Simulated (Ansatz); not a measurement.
# GeCNClF: a line through the functionals

GeCNClF has 5 atoms, charge 0, and is taken as a doublet. SMILES: `N#[C][Ge]([F])[Cl]`. The coordinates come from a PBE0-D4/def2-TZVP relaxation.

The electronic atomisation energy y, in eV, basis cc-pVDZ; a is the functional's share of exact exchange. Programs: Ansatz 0.2.0.

| functional | program | a | y (eV) |
| --- | --- | --- | --- |
| U-r2SCAN | Ansatz | 0 | 19.36 |
| UPBE | Ansatz | 0 | 20.37 |
| UB3LYP | Ansatz | 0.2 | ? |
| U-r2SCAN0 | Ansatz | 0.25 | 18.39 |
| UPBE0 | Ansatz | 0.25 | 19.19 |
| UBHLYP | Ansatz | 0.5 | 17.55 |

Question: Fit y = c + s·a to the known rows and predict UB3LYP.

Answer: 
1. Means of the 5 rows: a = 0.2000, y = 18.972.
2. Σ(Δa)² = 0.175, Σ(Δa·Δy) = -0.802, so the slope is -0.802/0.175 = -4.5829.
3. Intercept: 18.972 − (-4.5829) × 0.2000 = 19.889. The largest residual of the fit is 0.53.
4. UB3LYP: 19.889 + (-4.5829) × 0.2 = 18.97 eV.

The run gave 18.93 eV, so the prediction is off by +0.04 eV, within the scatter of the fit. The rows mix families of semi-local functionals, which the line can't see.
